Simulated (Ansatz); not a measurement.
Reaction (substitution at a C–Se bond): `B[Se]C` + `[CH3][SnH]([OH])[SH]` → `C[O][SnH]([CH3])[SH]` + `B[SeH]`

Computed with Ansatz on PBE0-D4/def2-TZVP structures; ΔE is electronic, products minus reactants. CCSD(T)/CBS is the MP2 limit (def2-TZVPP, def2-QZVPP) plus CCSD(T) − MP2 in def2-TZVPP, frozen cores. DFT in def2-TZVPP. B3LYP here is the variant with VWN-RPA as its local correlation; programs differ in this. Elements past krypton have def2 core potentials. For Se, Sn outer-core shells are correlated without core-valence functions, which leaves a few kJ/mol of doubt a bond. Scalar relativity is left out up to krypton. Each species was taken in one conformer, which may not be the lowest.

| level | ΔE (kJ/mol) |
| --- | --- |
| B3LYP-D4 | 53.8 |
| SCS-MP2/def2-TZVPP | 60.4 |

(1) What does CCSD(T)/CBS give? (An estimate is asked.)

Largest T1 diagnostic among the species: 0.013.

## Answers

(1) Ansatz gave: +59.4 kJ/mol. The listed levels differ from it by -5.6, 1.0 kJ/mol.

In def2-TZVPP, CCSD(T) changes the Hartree–Fock value by +10.9 kJ/mol (the triples alone add +1.5 kJ/mol) and MP2 by +18.1 kJ/mol.
